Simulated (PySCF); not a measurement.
InClI2, SMILES [I][In]([Cl])[I]. Atoms are numbered in the order given.

```xyz
4

In     0.0000     0.0000    -0.5599
Cl     0.0000     0.0000    -2.9126
I      0.0000    -2.3447     0.7259
I      0.0000     2.3447     0.7259
```
Charge 0, spin multiplicity 1.

Coordinates come from a B3LYP-D3(BJ)/def2-SVP optimisation. The structure was generated by enumeration; whether it is a known compound was not checked. The def2 effective core potentials stand for the cores of I, In; spin–orbit coupling is left out.

These are PBE/def2-TZVP (PySCF) values and carry that method's errors.

Symmetry labels are those of the subgroup C2v that the program uses (full group C2v).

Computed valence orbital energies around the gap with their symmetry:
| orbital | symmetry | energy (eV) |
|---|---|---|
| HOMO−7 | A1 | -8.81 |
| HOMO−6 | B2 | -8.54 |
| HOMO−5 | B1 | -8.03 |
| HOMO−4 | B2 | -7.63 |
| HOMO−3 | B1 | -7.26 |
| HOMO−2 | A1 | -7.06 |
| HOMO−1 | A2 | -7.04 |
| HOMO | B2 | -6.90 |
| LUMO | A1 | -4.03 |
| LUMO+1 | B1 | -2.75 |
| LUMO+2 | A1 | -0.48 |
| LUMO+3 | B2 | -0.35 |
